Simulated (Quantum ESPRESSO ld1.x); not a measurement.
Task: The rubidium ion Rb4+, 33 electrons, occupied as [Ar] 3d10 4s2 4p3. All-electron calculation, scalar-relativistic Kohn-Sham, LDA (Slater exchange, Perdew-Zunger correlation), spin-polarised, spherical densities, point nucleus; open shells are filled with parallel spins first. Program: ld1.x of Quantum ESPRESSO 7.5. Some entries of the table are withheld. Estimate them.

| orbital | occ. | eigenvalue (hartree) | r(max) (bohr) |
|---|---|---|---|
| 1s up | 1 | -553.600 | 0.02632 |
| 1s down | 1 | -553.586 | 0.02632 |
| 2s up | 1 | -75.6542 | 0.1498 |
| 2s down | 1 | -75.6450 | 0.1498 |
| 2p up | 3 | -67.3539 | 0.1196 |
| 2p down | 3 | -67.3410 | 0.1196 |
| 3s up | 1 | -12.8451 | 0.4512 |
| 3s down | 1 | -12.8275 | 0.4513 |
| 3p up | 3 | -10.1815 | 0.4463 |
| 3p down | 3 | -10.1618 | 0.4464 |
| 3d up | 5 | -5.75841 | 0.3916 |
| 3d down | 5 | -5.73536 | 0.3915 |
| 4s up | 1 | -2.94162 | 1.221 |
| 4s down | 1 | -2.81927 | 1.215 |
| 4p up | 3 | (1) | (2) |
| 4p down | 0 | (3) | (4) |
| 4d up | 0 | (5) | 1.696 |
| 4d down | 0 | (6) | 1.735 |
| 5s up | 0 | -1.11408 | 2.785 |
| 5s down | 0 | -1.07481 | 2.845 |

Result: 
(1) 4p up eigenvalue (hartree): -2.28084
(2) 4p up r(max) (bohr): 1.341
(3) 4p down eigenvalue (hartree): -2.15999
(4) 4p down r(max) (bohr): 1.338
(5) 4d up eigenvalue (hartree): -1.34005
(6) 4d down eigenvalue (hartree): -1.24150
